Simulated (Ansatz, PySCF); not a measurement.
Reaction R1 → 1.5 P1 + 0.5 P2, each structure at its B3LYP-D3(BJ)/def2-TZVP stationary point, reached from a drawn start (curvature not checked).
R1: C2H2 (SMILES C#C), charge 0, multiplicity 1.
P1: C atom, charge 0, multiplicity 3.
P2: CH4 (SMILES C), charge 0, multiplicity 1.

```
level               reaction energy (kJ/mol)  minus CCSD(T)/cc-pVQZ
------------------  ------------------------  ---------------------
HF/cc-pVDZ                             516.7                 -281.1
HF/cc-pVQZ                             543.2                 -254.6
BLYP/def2-TZVPP                        821.3                   23.4
revPBE/def2-TZVPP                      818.7                   20.9
r2SCAN/def2-TZVPP                      806.9                    9.1
B97M-V/def2-TZVPP                      803.1                    5.3
B3LYP/def2-TZVPP                       805.5                    7.7
BHLYP/def2-TZVPP                       756.1                  -41.8
M06-2X/def2-TZVPP                      817.2                   19.3
wB97X-V/def2-TZVPP                     799.1                    1.3
MP2/cc-pVDZ                            769.2                  -28.7
MP2/cc-pVQZ                            845.5                   47.7
SCS-MP2/cc-pVDZ                        746.5                  -51.3
SCS-MP2/cc-pVTZ                        807.1                    9.2
SCS-MP2/cc-pVQZ                        826.7                   28.9
CCSD/cc-pVTZ                           753.8                  -44.1
CCSD/cc-pVQZ                           770.2                  -27.7
CCSD(T)/cc-pVDZ                        720.4                  -77.4
CCSD(T)/cc-pVTZ                        780.1                  -17.7
CCSD(T)/cc-pVQZ                        797.9                    0.0
```

 The comparison column counts from a level with limits of its own.

P less R. No zero-point or thermal terms; singlets are restricted closed shells; open shells are unrestricted; no spin–orbit coupling.

Cores are frozen in the correlated methods.

Codes used: Ansatz (a program for electronic structure); PySCF for M06-2X. Each number belongs to the level named beside it.
